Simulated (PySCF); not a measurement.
Isomers of C2H15NSi4, one GFN2-xTB conformer each. Single-point energies are computed at PBE0/pcSseg-1 (PySCF, gas phase, no added dispersion term), electronic only.

```tsv
SMILES	GFN2-xTB relative energy (kcal/mol)
CN(C)[SiH2][SiH]([SiH3])[SiH3]	19.7
N[Si@H](C[SiH3])C[SiH2][SiH3]	18.6
CN(C)[Si@H]([SiH3])[SiH2][SiH3]	18.7
C[SiH2][SiH](N[SiH3])[SiH2]C	0.0
```

Conformers: `[CH3:1][N:2]([CH3:3])[SiH2:4][SiH:5]([SiH3:6])[SiH3:7]` with C1–N2–Si4–Si5 -156°, N2–Si4–Si5–Si6 36°; `[NH2:1][Si@H:2]([CH2:3][SiH3:4])[CH2:5][SiH2:6][SiH3:7]` with H–N1–Si2–C3 73° and -64°, N1–Si2–C3–Si4 178°, N1–Si2–C5–Si6 -53°, Si2–C5–Si6–Si7 68°; `[CH3:1][N:2]([CH3:3])[Si@H:4]([SiH3:5])[SiH2:6][SiH3:7]` with C1–N2–Si4–Si5 -75°, N2–Si4–Si6–Si7 -34°; `[CH3:1][SiH2:2][SiH:3]([NH:4][SiH3:5])[SiH2:6][CH3:7]` with C1–Si2–Si3–N4 31°, Si2–Si3–N4–Si5 61°, Si2–Si3–Si6–C7 44°.

Question: What does PBE0/pcSseg-1 give for the same structures?

Answer: 
| SMILES | PBE0/pcSseg-1 E (Eh) | PBE0/pcSseg-1 (kcal/mol) | GFN2-xTB (kcal/mol) | point group |
| --- | --- | --- | --- | --- |
| C[SiH2][SiH](N[SiH3])[SiH2]C | -1297.28851 | 0.0 | 0.0 | C1 |
| N[Si@H](C[SiH3])C[SiH2][SiH3] | -1297.27978 | 5.5 | 18.6 | C1 |
| CN(C)[SiH2][SiH]([SiH3])[SiH3] | -1297.23745 | 32.0 | 19.7 | C1 |
| CN(C)[Si@H]([SiH3])[SiH2][SiH3] | -1297.22958 | 37.0 | 18.7 | C1 |

Both levels put the same isomer lowest; measured from each level's own lowest isomer, the values differ by up to 18.3 kcal/mol (CN(C)[Si@H]([SiH3])[SiH2][SiH3]: 18.7 against 37.0). As drawn, the lowest has an N–H bond and an Si–C bond, which the highest lacks.

Question: Which frontier levels, dipoles and rotational constants go with these structures?

Answer: 
```
                         SMILES  HOMO (eV, PBE0/pcSseg-1)  LUMO (eV)  dipole (D)       A, B, C (MHz)
   C[SiH2][SiH](N[SiH3])[SiH2]C                     -6.79      -0.75        0.86  1191, 807.0, 541.8
  N[Si@H](C[SiH3])C[SiH2][SiH3]                     -7.32       0.09        1.99  2465, 482.4, 425.6
 CN(C)[SiH2][SiH]([SiH3])[SiH3]                     -6.38      -0.47        1.35  1561, 656.7, 513.6
CN(C)[Si@H]([SiH3])[SiH2][SiH3]                     -6.26      -0.96        1.16  1486, 685.4, 529.6
```
